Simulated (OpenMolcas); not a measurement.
# V+: effect of the IPEA shift

- Program: OpenMolcas
- Basis: ANO-RCC-VTZP [6s5p3d2f1g]
- Scalar Hamiltonian: DKH2, point nucleus
- Active space: 4 electrons in 5 orbitals (3d)
- State averaging: 2S+1 = 5 even, 5 roots; 2S+1 = 3 even, 45 roots; 2S+1 = 1 even, 50 roots (44 in the spin-orbit step)
- Spin-orbit coupling: state interaction with AMFI integrals over the reference wave functions, term energies averaged over their components

Methods on the same reference wave functions:
A. CASSCF
B. MS-CASPT2, IPEA 0 Eh, imaginary shift 0.1 Eh (closed shells correlated: 3s 3p)
C. MS-CASPT2, IPEA 0.25 Eh, imaginary shift 0.1 Eh (closed shells correlated: 3s 3p)

Energies in cm-1 above 3d4 5D0, the measured ground level; measured values from NIST Handbook of Basic Atomic Spectroscopic Data.

| Level | A | B | C | Measured |
| --- | --- | --- | --- | --- |
| 3d4 5D0 | 0.0 | 0.0 | 0.0 | 0.0 |
| 3d4 5D1 | 38.6 | 40.0 | 39.7 | 36.0 |
| 3d4 5D2 | 115 | 118 | 118 | 107 |
| 3d4 5D3 | 228 | 232 | 231 | 209 |
| 3d4 5D4 | 374 | 377 | 376 | 339 |
| 3d4 3H4 | 15783 | 11150 | 12240 |  |
| 3d4 3H5 | 15861 | 11230 | 12320 |  |
| 3d4 3H6 | 15951 | 11330 | 12420 |  |
| 3d4 3P0(1) | 17175 | 9580 | 10770 |  |
| 3d4 3P1(1) | 17400 | 9820 | 11000 |  |
| 3d4 3P2(1) | 17823 | 10240 | 11430 |  |
| 3d4 3F2(1) | 18105 | 11330 | 12890 |  |
| 3d4 3F3(1) | 18141 | 11370 | 12940 |  |
| 3d4 3F4(1) | 18191 | 11430 | 12990 |  |
| 3d4 3G3 | 19906 | 13920 | 15200 |  |
| 3d4 3G4 | 20001 | 14020 | 15300 |  |
| 3d4 3G5 | 20094 | 14120 | 15400 |  |
| 3d4 1I6 | 23625 | 18340 | 18660 |  |
| 3d4 1G4(1) | 24822 | 17260 | 18150 |  |
| 3d4 3D3 | 25738 | 17810 | 19380 |  |
| 3d4 3D2 | 25772 | 17850 | 19410 |  |
| 3d4 3D1 | 25803 | 17880 | 19440 |  |
| 3d4 1S0 | 28809 | 17840 | 19630 |  |
| 3d4 1D2 | 30917 | 23030 | 22900 |  |

Deviations, from unrounded energies. A percentage is the sum of absolute deviations over the sum of measured energies, with the sign that they share, or ± where signs differ.

```
                  Against measurement  Levels     A      B      C
       mean absolute deviation (cm-1)       4    16     19     18
fine structure of the ground term (%)       4  +9.4  +11.0  +10.7
```

A, B, C lie about equally close to measurement. The largest miss of A in the table is 3d4 5D4, by +35 cm-1. The ranking rests on the paired levels alone, and a cruder setting can come out closer through cancelling errors.

Between B and C the level of the table that moves most is 3d4 1S0, by 1800 cm-1 (lowest in B, highest in C). Moves below CASPT2's spread within the term are not significant.

The two smallest mean deviations differ by little beside CASPT2's spread within terms, so their order carries little weight.

From A to B the spin-free energies of the other terms of 3d4 shown, above 5D, scale by factors of 0.56 to 0.77.

The lowest spin-free term lies below A's lowest term by 0.400 hartree in B, 0.386 hartree in C.

CASPT2 breaks the degeneracy within a term, and the mean is taken; among the terms shown or strongly mixed into the levels shown the widest spread is 1700 cm-1 (3d4 1I, C). Some high roots are left out of the spin-orbit mixing, which shifts the levels that they would mix with. The CASPT2 spread within a term exceeds the gap to the next term for 3d4 3H and 3d4 3F(1), 3d4 1G(1) and 3d4 1S, 3d4 3D and 3d4 1I, so the order of their levels is uncertain, and so are names and mixing where such terms share a J (figures for B; the like holds for C). Without dynamic correlation excited terms often stand tens of per cent too high (terms of higher spin than the ground term too low), and those without a measured partner can miss by more than the paired ones (holds for A). Computed and measured levels are paired by configuration, term and J; levels that our copy of the source lacks, or whose pairing is in doubt (as where it misses far off the trend of its configuration), stay unpaired and out of the deviations. Levels of configurations outside the active space are missing. The table leaves out levels that lie high or whose names do not pair safely across all columns.

A number in round brackets counts repeated terms of one configuration in the order of the reference energies.
